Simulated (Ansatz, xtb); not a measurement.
# Relative energy of two isomers of C4H6F2Si

Structure a: `FC1=C[Si@H](F)CC1`, a singlet. Structure b: `C[C@@]1(F)C=C[Si@H]1F`, a singlet. Both are isolated molecules in the gas phase, relaxed with PBE0-D3(BJ)/def2-SVP; the shapes shown needn't be the lowest conformers.

a (Å):

```
atom    x (Å)    y (Å)    z (Å)
   C  -0.8006   0.9613  -0.8208
   C  -0.7445  -0.2672  -0.2847
   C   1.0072   1.5773   0.7597
   C   0.0275   2.0989  -0.3047
   F  -1.5949   1.2810  -1.8359
   F  -0.2439  -0.3360   2.5664
  Si   0.4648  -0.1966   1.1016
   H  -1.3707  -1.0744  -0.6683
   H   1.5424  -1.2226   1.1052
   H   1.0032   2.1942   1.6705
   H   2.0408   1.5836   0.3795
   H   0.5409   2.5774  -1.1554
   H  -0.6557   2.8670   0.0971
```

b (Å):

```xyz
13

C     1.1405   -0.3106   -0.2908
C     0.0838    0.3738    0.5424
C     0.4880    1.7043    1.1462
C    -0.2367    2.6856    0.5639
F    -0.3476   -0.5081    1.5232
F    -1.3512    1.4392   -1.9227
Si   -1.2828    1.4297   -0.2956
H     2.0033   -0.5872    0.3370
H     1.4914    0.3429   -1.1020
H     0.7308   -1.2286   -0.7371
H     1.2498    1.8006    1.9341
H    -0.1402    3.7584    0.7396
H    -2.6808    1.2391    0.1732
```

Quicker runs give these differences E(b) − E(a): GFN2-xTB +25.3 kcal/mol; HF/STO-3G +38.7 kcal/mol (at GFN2-xTB geometries); r2SCAN-D4/def2-SVP +28.5 kcal/mol (at GFN2-xTB geometries).

Question: Estimate E(b) − E(a) at the level CCSD(T)/def2-SVP + ΔMP2/def2-TZVPP.

Answer: Calculated at CCSD(T)/def2-SVP + ΔMP2/def2-TZVPP: E(b) − E(a) = +24.0 kcal/mol, so structure a lies lower.

The same difference at several levels:

```tsv
level	geometry	E(b) − E(a) (kcal/mol)	departure from the last row (kcal/mol)	job, with rough time for the two
GFN2-xTB	GFN2-xTB	+25.3	+1.3	optimisation, 0.17 s
HF/STO-3G	GFN2-xTB	+38.7	+14.7	single point, 0.36 s
r2SCAN-D4/def2-SVP	GFN2-xTB	+28.5	+4.5	single point, 3.8 s
PBE0-D3(BJ)/def2-SVP	PBE0-D3(BJ)/def2-SVP	+26.6	+2.6	optimisation, 59 s
HF/def2-SVP	PBE0-D3(BJ)/def2-SVP	+25.6	+1.6	part of the CCSD(T) run
MP2/def2-SVP	PBE0-D3(BJ)/def2-SVP	+24.9	+0.9	part of the CCSD(T) run
CCSD(T)/def2-SVP	PBE0-D3(BJ)/def2-SVP	+24.1	+0.1	single point
CCSD(T)/def2-SVP + ΔMP2/def2-TZVPP	PBE0-D3(BJ)/def2-SVP	+24.0		single point, 56 s
```

As drawn, both hold the same kinds of bond in the same numbers. Structure a has 0 methyl groups, b 1. Structure a has a 5-membered ring, b a 4-membered ring.

The levels shown agree on the order. The largest departure from CCSD(T)/def2-SVP + ΔMP2/def2-TZVPP is that of HF/STO-3G, 14.7 kcal/mol. The last row adds to CCSD(T) the change of the MP2 difference between the two basis sets, here −0.1 kcal/mol.

With thermal terms from frequencies at re-optimised GFN2-xTB minima (ideal gas, soft modes damped towards free rotors, one conformer each, 298.15 K, 1 atm): the zero-point term adds −1.2 kcal/mol; ΔH is +23.2 and ΔG +22.6 kcal/mol.

The correlated steps freeze 11 core orbitals. Programs: Ansatz 0.2.0, xtb 6.7.1; the last row on 4 threads of Arm Neoverse V1 on a shared host.
